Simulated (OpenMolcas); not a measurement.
## OpenMolcas run: Cu4+

Cu4+ among 4 point charges of -1.5 e arranged as a tetrahedron (Td), 1.59 Å from the ion.

Input:

```
&GATEWAY
Coord
1

Cu 0.0 0.0 0.0
Basis=ANO-RCC-VDZP
Group=NoSym
NoMove
AngMom=0.0 0.0 0.0
AMFI
XField
4 Angstrom 0
0.917987 0.917987 0.917987 -1.500000
0.917987 -0.917987 -0.917987 -1.500000
-0.917987 0.917987 -0.917987 -1.500000
-0.917987 -0.917987 0.917987 -1.500000
&SEWARD
&RASSCF
FileOrb=start.orb
Symmetry=1
Spin=4
nActEl=7 0 0
Inactive=9
Ras2=5
CIRoot=10 10 1
SDav=10
CIMx=300
Iter=120 100
PrWF=0.3
OrbListing=Nothing
MaxOrb=0
>>> COPY $Project.JobIph JOB001
&RASSCF
FileOrb=start.orb
Symmetry=1
Spin=2
nActEl=7 0 0
Inactive=9
Ras2=5
CIRoot=40 40 1
SDav=40
CIMx=300
Iter=120 100
PrWF=0.3
OrbListing=Nothing
MaxOrb=0
>>> COPY $Project.JobIph JOB002
&RASSI
NrOfJobIphs=2 10 40
1 2 3 4 5 6 7 8 9 10
1 2 3 4 5 6 7 8 9 10 11 12 13 14 15 16 17 18 19 20 21 22 23 24 25 26 27
28 29 30 31 32 33 34 35 36 37 38 39 40
IphNames
JOB001
JOB002
EJob
SpinOrbit
DIPRint=1.0
SOCoupling=1000.0
Subsets=2
Property=9
'ANGMOM' 1 'ANGMOM' 2 'ANGMOM' 3 'MLTPL  1' 1 'MLTPL  1' 2 'MLTPL  1' 3
'AMFI' 1 'AMFI' 2 'AMFI' 3
SOProperty=3
'ANGMOM' 1 'ANGMOM' 2 'ANGMOM' 3
```

Launched by
```bash
OMP_NUM_THREADS=1 MOLCAS_MEM=1689 MOLCAS_PROJECT=a pymolcas a.inp > a.log  # once for each step of the input, in one work folder
```

A driver script runs the steps one by one and writes start.orb anew before each from the orbitals found so far.

Output, cut to the results:

```
--- SEWARD ---
Basis set label: CU.ANO-RCC...5S4P2D1F.

      Electronic valence basis set:
      ------------------
      Associated Effective Charge  29.000000 au
      Associated Actual Charge     29.000000 au
      Nuclear Model: Point charge

      Shell  nPrim  nBasis  Cartesian Spherical Contaminant
         s      21       5        X
         p      15       4        X
         d      10       2                 X
         f       6       1                 X
                  Relativistic Douglas-Kroll-Hess integrals:
                    - DKH order of Hamiltonian: 2
                    - DKH order of Properties : 0
                  Atomic mean-field integrals
--- RASSCF ---
Wave function specifications:
      -----------------------------

      Number of closed shell electrons          18
      Number of electrons in active shells       7
      Max number of holes in RAS1 space          0
      Max nr of electrons in RAS3 space          0
      Number of inactive orbitals                9
      Number of active orbitals                  5
      Number of secondary orbitals              20
      Spin quantum number                      1.5
      State symmetry                             1
Orbital specifications:
      -----------------------

      Symmetry species                           1
                                                 a
      Frozen orbitals                            0
      Inactive orbitals                          9
      Active orbitals                            5
      RAS1 orbitals                              0
      RAS2 orbitals                              5
      RAS3 orbitals                              0
      Secondary orbitals                        20
      Deleted orbitals                           0
      Number of basis functions                 34
      Number of CSFs                            10
      Number of root(s) required                10
      Iter CI   SX   CI       RASSCF       Energy    max ROT     max BLB   max BLB  Level Ln srch  Step   QN
          iter iter root      energy       change     param      element    value   shift minimum  type update
 Nr of preliminary CI iterations:   1
      Total energies have been shifted. Add                -1000.00 au
        1   1    6    0  -655.89496232    0.00E+00  -1.91E-01*  13  26 1  1.03E+00*  0.00   0.00    SX    NO
        2   1    7    0  -656.77072841   -8.76E-01*  4.81E-02    8  21 1  4.75E-01*  0.00   0.00    SX    NO
        3   1    6    0  -656.81588629   -4.52E-02*  3.90E-02    9  22 1 -1.50E-01*  0.00   0.00    SX    NO
        4   1    6    0  -656.82848959   -1.26E-02*  2.37E-02    9  22 1  1.14E-01*  0.00   0.00    SX    NO
        5   1    6    0  -656.83299369   -4.50E-03* -9.03E-03    9  22 1 -7.07E-02*  0.00   0.61    QN   YES
        6   1    5    0  -656.83639150   -3.40E-03*  5.37E-04    9  22 1 -3.00E-03*  0.00   1.05    QN   YES
        7   1    4    0  -656.83640059   -9.10E-06*  6.27E-06    8  21 1  1.02E-04*  0.00   0.99    QN   YES
        8   1    3    0  -656.83640060   -3.18E-09  -8.55E-07    7  20 1  1.09E-05   0.00   1.13    QN   YES
      Convergence after  8 iterations
        9   1    3    0  -656.83640060   -5.23E-11  -8.55E-07   14  27 1  7.83E-08   0.00   1.13    QN   YES
      Natural orbitals and occupation numbers for root  1
      sym 1:   1.000000   1.000000   2.000000   1.000000   2.000000
      Natural orbitals and occupation numbers for root  2
      sym 1:   1.032120   1.967880   1.032120   1.000000   1.967880
      Natural orbitals and occupation numbers for root  3
      sym 1:   1.023665   1.023665   1.976335   1.000000   1.976335
::    RASSCF root number  1 Total energy:  -1656.87838138
::    RASSCF root number  2 Total energy:  -1656.87043792
::    RASSCF root number  3 Total energy:  -1656.87043792
::    RASSCF root number  4 Total energy:  -1656.87043792
::    RASSCF root number  5 Total energy:  -1656.86415900
::    RASSCF root number  6 Total energy:  -1656.86415900
::    RASSCF root number  7 Total energy:  -1656.86415900
::    RASSCF root number  8 Total energy:  -1656.76061127
::    RASSCF root number  9 Total energy:  -1656.76061127
::    RASSCF root number 10 Total energy:  -1656.76061127
--- RASSCF ---
Wave function specifications:
      -----------------------------

      Number of closed shell electrons          18
      Number of electrons in active shells       7
      Max number of holes in RAS1 space          0
...
--- RASSI ---
SPIN-FREE ENERGIES:
  (Shifted by EMIN (a.u.) =      -1656.8783813762)

 SF State       Relative EMIN(au)   Rel lowest level(eV)    D:o, cm**(-1)      L_eff

     1             0.0000000000        0.0000000000              0.0000         3.0
     2             0.0079434513        0.2161523216           1743.3860         3.0
     3             0.0079434513        0.2161523216           1743.3860         3.0
     4             0.0079434513        0.2161523216           1743.3860         3.0
     5             0.0142223719        0.3870104550           3121.4498         3.0
     6             0.0142223719        0.3870104550           3121.4498         3.0
     7             0.0142223719        0.3870104550           3121.4498         3.0
    11             0.1168290312        3.1790798926          25641.0086         4.0
    12             0.1168290312        3.1790798926          25641.0086         4.0
    13             0.1174061208        3.1947833010          25767.6651         4.0
    14             0.1174061208        3.1947833010          25767.6651         4.0
    15             0.1174061208        3.1947833010          25767.6651         4.0
    10             0.1177701042        3.2046877924          25847.5502         1.0
     8             0.1177701042        3.2046877924          25847.5502         1.0
     9             0.1177701042        3.2046877924          25847.5502         1.0
    16             0.1177994122        3.2054853056          25853.9826         4.0
    17             0.1199128858        3.2629958522          26317.8364         4.0
    18             0.1199128858        3.2629958522          26317.8364         4.0
    19             0.1199128858        3.2629958522          26317.8364         4.0
    20             0.1506250736        4.0987170557          33058.3825         4.0
    21             0.1506250736        4.0987170557          33058.3825         4.0
...
```

Spin-orbit levels above the lowest (labels of Td):

```tsv
E (cm-1)	Degeneracy	Label	2S+1	g
0.0	4	Γ8	4	
1418	4	Γ8	4	
1791	2	Γ6	4	2.46 2.46 2.46
2797	4	Γ8	4	
2818	2	Γ7	4	3.90 3.90 3.90
3054	2	Γ6	4	0.46 0.46 0.46
4116	4	Γ8	4	
4870	2	Γ7	4	1.91 1.91 1.91
5374	4	Γ8	4	
25640	2	Γ6	2	3.86 3.86 3.86
25690	4	Γ8	2	
26088	4	Γ8	4	
26093	2	Γ7	4	2.66 2.66 2.66
26430	4	Γ8	2 (88 %)	
26498	4	Γ8	4 (82 %)	
27332	2	Γ6	4 (77 %)	1.73 1.73 1.73
27424	4	Γ8	2	
27496	2	Γ6	2 (80 %)	0.98 0.98 0.98
27923	2	Γ7	2	2.63 2.63 2.63
33329	4	Γ8	2
```

Without dynamic correlation the repulsion within the d shell is too large (B by tens of per cent), so at a given field states of lower spin stand too high. The ground term spreads over less than 5000 cm-1, several times less than with real ligands, so orbital moments are less quenched and χT lies further from the spin-only value than at real sites. This is an electrostatic model: the charges have no orbitals. No measured value stands beside these numbers.

The RASSCF and RASSI steps took 18 s on 1 thread of Intel(R) Xeon(R) Platinum 8488C (Sapphire Rapids) (shared host); the integral step is not counted.
